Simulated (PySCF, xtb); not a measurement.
C3H8OSi, SMILES C1C[SiH](O)C1. Other conformers were not sampled.

Harmonic wavenumbers (cm⁻¹) from GFN2-xTB (xtb) at its own minimum, in rising order: 91, 183, 212, 224, 486, 558, 676, 685, 711, 721, 783, 802, 881, 919, 994, 1001, 1049, 1169, 1191, 1215, 1226, 1288, 1473, 1477, 1503, 2251, 2979, 2999, 3000, 3012, 3017, 3023, 3660.

Question: What does B3LYP-D3(BJ)/def2-SVP run with PySCF give at its own minimum? (Estimate from the structure and the level; the computed values follow.)

Answer: 68, 121, 254, 268, 452, 572, 661, 662, 721, 806, 821, 848, 891, 898, 948, 962, 971, 1067, 1154, 1205, 1234, 1281, 1411, 1429, 1469, 2181, 3039, 3053, 3055, 3088, 3123, 3125, 3889. Paired by order, the mean absolute difference is 51 cm⁻¹ and the zero-point energies are 65.0 and 65.4 kcal/mol.
